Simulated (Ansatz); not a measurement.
`C[N](C)[InH][F]` + CH₃NH₂ → `C[NH][InH][F]` + `CNC`  (ligand exchange at the In–N bond)

Computed with Ansatz on PBE0-D4/def2-TZVP structures; ΔE is electronic, products minus reactants. CCSD(T)/CBS is the MP2 limit (def2-TZVPP, def2-QZVPP) plus CCSD(T) − MP2 in def2-TZVPP, frozen cores. Functionals use def2-TZVPP. def2 core potentials past Kr. For In outer-core shells are correlated without core-valence functions, which leaves a few kJ/mol of doubt a bond. One conformer a species, not always the lowest.

`C[N](C)[InH][F]`:

Z-matrix (Å, degrees):
```
C
N 1 1.441
H 1 1.091 2 110.7
H 1 1.100 2 111.4 3 -120.2
H 1 1.100 2 111.4 3 120.2
C 2 1.438 1 113.5 3 180.0
In 2 1.991 1 121.7 3 -0.0
H 6 1.093 2 111.4 1 -180.0
H 6 1.101 2 111.6 1 -59.8
H 6 1.101 2 111.6 1 59.8
F 7 1.963 2 105.3 1 0.0
H 7 1.686 2 136.5 1 180.0
```

CH₃NH₂:

Z-matrix (Å, degrees):
```
C
N 1 1.453
H 1 1.092 2 109.4
H 1 1.100 2 115.4 3 -121.6
H 1 1.092 2 109.4 3 116.8
H 2 1.012 1 110.6 3 62.6
H 2 1.012 1 110.6 3 -179.3
```

`C[NH][InH][F]`:

Z-matrix (Å, degrees):
```
C
N 1 1.447
H 1 1.097 2 112.1
H 1 1.097 2 112.2 3 121.4
H 1 1.091 2 109.8 3 -119.3
In 2 1.984 1 125.2 3 119.9
H 2 1.006 1 113.9 3 -60.7
F 6 1.963 2 104.9 1 -0.4
H 6 1.685 2 137.6 1 179.8
```

`CNC`:

```xyz
10

C    -1.082   -0.437   -0.316
N     0.234    0.043   -0.669
C     0.961    0.568    0.464
H    -1.567   -0.875   -1.191
H    -1.698    0.403    0.018
H    -1.083   -1.188    0.494
H     0.766   -0.701   -1.103
H     0.454    1.462    0.839
H     1.966    0.864    0.157
H     1.049   -0.139    1.307
```

| level | ΔE (kcal/mol) |
| --- | --- |
| B97M-V | -0.1 |
| PBE-QIDH | -0.5 |
| r2SCANh | -0.6 |
| CCSD/def2-SVP | 0.1 |
| CCSD/def2-TZVPP | -0.3 |
| CCSD(T)/def2-TZVPP | 0.1 |
| HF/CBS(def2) | -2.1 |
| CCSD/CBS(def2) | -0.2 |

(1) What does CCSD(T)/CBS give? (Estimate.)

Largest T1 diagnostic among the species: 0.016.

Answers

(1) The calculation gave: +0.2 kcal/mol. The listed levels differ from it by -0.3, -0.7, -0.8, -0.1, -0.5, -0.1, -2.3, -0.4 kcal/mol.

Leaving LDA and LC-ωPBE aside and taking each functional with its dispersion term where it has one, the values, not all of them listed here, spread over 0.8 kcal/mol, from CAM-B3LYP-D4 to BLYP-D4. In def2-TZVPP, CCSD(T) changes the Hartree–Fock value by +2.2 kcal/mol (the triples alone add +0.4 kcal/mol) and MP2 by +2.5 kcal/mol.

CCSD(T)/CBS has its own doubt, a few kJ/mol and more with outer-core shells, so smaller differences from it don't rank the levels.
